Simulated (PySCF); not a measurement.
C2H6ClGe, charge +1, multiplicity 1. Atoms are numbered in the order given.

```xyz
10

C     -1.5745    -1.3135     0.2775
Ge     0.0393    -0.2882     0.0790
C      1.8703    -0.8264     0.3098
Cl    -0.2382     1.7269    -0.4739
H     -1.4277    -2.0920     1.0526
H     -1.7700    -1.8078    -0.7003
H     -2.4190    -0.6410     0.5215
H      2.5214    -0.2282    -0.3566
H      2.1424    -0.6138     1.3678
H      1.9690    -1.9132     0.1187
```
Charge +1, spin multiplicity 1.

The structure is a stationary point at PBE-D3(BJ)/def2-SVP. The spin state was assumed, not searched. The isomer is the one that the SMILES or the coordinates give; other isomers of the formula were not compared.

These are PBE-D3(BJ)/def2-SVP run with PySCF 2.14.0 values and carry that method's errors.

Frequencies are harmonic and unscaled.

Problem. List the normal modes with their intensities. (Estimate from the structure and the level; the computed values follow.)

Solution. 
| mode | ν (cm⁻¹) | IR (km/mol) | moving atoms (share of kinetic energy) |
|---|---|---|---|
| 1 | 19 | 0.2 | H 96 % |
| 2 | 41 | 0.7 | H 98 % |
| 3 | 148 | 0.2 | Ge 38 %, C 30 %, H 25 % |
| 4 | 161 | 0.1 | C 52 %, H 33 %, Ge 10 % |
| 5 | 165 | 4.7 | Cl 32 %, C 32 %, Ge 18 %, H 18 % |
| 6 | 453 | 30.7 | Cl 66 %, Ge 20 %, C 11 % |
| 7 | 575 | 16.8 | C 65 %, H 17 %, Ge 14 % |
| 8 | 640 | 14.3 | C 59 %, Ge 24 %, H 18 % |
| 9 | 678 | 0.0 | H 84 %, C 15 % |
| 10 | 764 | 16.5 | H 81 %, C 17 % |
| 11 | 781 | 27.7 | H 76 %, C 20 % |
| 12 | 834 | 58.0 | H 77 %, C 21 % |
| 13 | 1194 | 12.4 | H 82 %, C 18 % |
| 14 | 1202 | 3.4 | H 84 %, C 16 % |
| 15 | 1341 | 5.5 | H 96 % |
| 16 | 1341 | 14.6 | H 97 % |
| 17 | 1346 | 0.0 | H 95 % |
| 18 | 1351 | 29.7 | H 96 % |
| 19 | 2968 | 58.0 | H 97 % |
| 20 | 2971 | 16.4 | H 97 % |
| 21 | 3076 | 9.2 | H 91 %, C 9 % |
| 22 | 3077 | 29.7 | H 91 %, C 9 % |
| 23 | 3121 | 22.5 | H 90 %, C 10 % |
| 24 | 3122 | 18.8 | H 90 %, C 10 % |
